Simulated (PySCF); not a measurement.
**Towards the basis-set limit for GeP**

State: ²Π, doublet, unpaired electrons π ↑. De refers to Ge + P. ROHF-based CCSD(T) in PySCF 2.14 with Ge cc-pwCVDZ-PP with ECP10, P aug-cc-pV(D+d)Z and Ge cc-pwCVTZ-PP with ECP10, P aug-cc-pV(T+d)Z (frozen core orbitals: 9; scalar-relativistic core potentials). Correlation energies are extrapolated as n⁻³ (n = 2, 3), Hartree–Fock as (n+1)·exp(−9√n).

```json
{"Level": "CCSD(T)/DZ", "Re (Å)": "2.1751", "ωe (cm⁻¹)": "459.7", "ωexe (cm⁻¹)": "1.73", "αe (cm⁻¹)": "0.000772", "De (eV)": "2.747"}
{"Level": "CCSD(T)/TZ", "Re (Å)": "2.1558", "ωe (cm⁻¹)": "474.1", "ωexe (cm⁻¹)": "1.60", "αe (cm⁻¹)": "0.000734", "De (eV)": "3.133"}
{"Level": "HF/CBS", "Re (Å)": "2.1181", "ωe (cm⁻¹)": "535.0", "ωexe (cm⁻¹)": "1.31", "αe (cm⁻¹)": "0.000610", "De (eV)": "1.095"}
{"Level": "MP2/CBS", "Re (Å)": "2.1354", "ωe (cm⁻¹)": "494.7", "ωexe (cm⁻¹)": "1.32", "αe (cm⁻¹)": "0.000666", "De (eV)": "3.195"}
{"Level": "CCSD/CBS", "Re (Å)": "2.1340", "ωe (cm⁻¹)": "501.1", "ωexe (cm⁻¹)": "1.46", "αe (cm⁻¹)": "0.000676", "De (eV)": "2.985"}
{"Level": "CCSD(T)/CBS", "Re (Å)": "2.1499", "ωe (cm⁻¹)": "479.3", "ωexe (cm⁻¹)": "1.56", "αe (cm⁻¹)": "0.000723", "De (eV)": "3.277"}
```

Task: How much is left between CCSD(T)/TZ and the basis-set limit, and how much do the triples give at the limit?

Result: CCSD(T)/CBS less CCSD(T)/TZ: -5.9 mÅ in Re, +5.2 cm⁻¹ in ωe and +0.144 eV in De. CCSD(T)/CBS less CCSD/CBS: +15.9 mÅ in Re, -21.8 cm⁻¹ in ωe and +0.292 eV in De.

The T1 diagnostic is 0.023. The state was picked by a PBE0 search and need not be the measured ground state. Spin–orbit coupling, excitations beyond (T) and corrections to the Born–Oppenheimer picture are left out.

The whole job (state search and all basis sets along the bond) took about 22 min on 4 threads of Intel Xeon Platinum 8259CL @ 2.50GHz (shared host), peak memory 13 GiB.
